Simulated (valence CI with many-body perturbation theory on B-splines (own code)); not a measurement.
## Sensitivity of CI+MBPT for Bi+

Calculated by relativistic CI+MBPT: four valence electrons over a frozen Dirac-Fock core [Xe] 4f14 5d10, radial functions for each j: 6 s, 6 p, 5 d, 3 f, 1 g, with the one-electron correlation potential Σ1, the two-electron term Σ2, the three-electron term Σ3, Breit, model QED; selected CI, second order for the rest, scaled by the run's own slope (own B-spline code, finite nucleus).

Set against measurement, 20 paired levels are off by 193 cm⁻¹ on average, the worst by 427. These come from a selection out of the NIST Handbook of Basic Atomic Spectroscopic Data. Levels without a partner in it may be off by more.

The reference run has the lowest level (6s^2 6p1/2^2) J=0 and an ionisation energy of 16.6482 eV. Its largest variational space holds 10000 state functions.

Levels are named by their leading jj configuration (3d3/2^4 stands for four electrons in 3d with j = 3/2), which in mixed levels can hold well under half, so a name can repeat and another be missing.

Changed runs:
A. box radius (bohr) 28.009 → 20.1
B. averaging of valence orbitals over low configurations on → off
C. size limit of the variational space 10000 → 3000; second order for the rest on → off; logarithmic knot step 0.27 → 0.4
D. start configuration 6s2 6p2 → 6s2 6p3 (bad on purpose)

Excitation energies of the reference run in cm⁻¹, and shifts in cm⁻¹:

```tsv
Level	Reference	A	B	C
(6s^2 6p1/2 6p3/2) J=1	13588	+0.2	0	+211
(6s^2 6p1/2 6p3/2) J=2	17254	+0.3	0	+353
(6s^2 6p3/2^2) J=2	34364	+0.1	0	+311
(6s^2 6p3/2^2) J=0	44445	-0.2	+0.1	+6.9
(6s^2 6p1/2 7s) J=0	69234	+2.6	0	-20
(6s^2 6p1/2 7s) J=1	69718	+3.2	0	+360
(6s 6p1/2^2 6p3/2) J=2	75722	+1.0	+0.1	+435
(6s^2 6p1/2 6d3/2) J=2	79226	+0.5	-0.1	+607
(6s^2 6p1/2 6d3/2) J=1	80660	+1.7	0	+428
(6s^2 6p1/2 6d5/2) J=2	82029	+1.9	0	+547
(6s^2 6p1/2 6d5/2) J=3	82415	+2.0	-0.1	+436
(6s^2 6p1/2 7p1/2) J=1	84098	-4.1	-0.1	+184
Ionisation energy (eV)	16.6482	+0.0005	0	-0.0108
```

Run D: It gave no result: the electrons of core and valence do not add up to the charge. The program said: "core and valence hold 83 electrons, the ion has 82".
